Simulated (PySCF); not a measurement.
# Electron correlation in Kr²⁺ (krypton, charge +2)

[Ar] 3d10 4s2 4p3 4d1, high-spin 5D determinant (an excited configuration). All numbers are calculated (PySCF 2.14, the spin-free X2C one-electron Hamiltonian (Gaussian nucleus), in aug-cc-pVDZ-DK). Frozen: [Ar] 3d10; 6 electrons correlated.

| level | correlation energy (mhartree) |
| --- | --- |
| CCSD | -69.14 |
| (T) | -0.51 |
| CCSD(T) | -69.65 |
| CCSDT | -69.77 |

Diagnostics: T1 = 0.0026, D1 = 0.0084, largest double amplitude 0.051.

Question: Is a single reference adequate?

Answer: Yes, within this model without spin-orbit coupling: T1 lies below 0.03 and no double amplitude reaches 0.07.
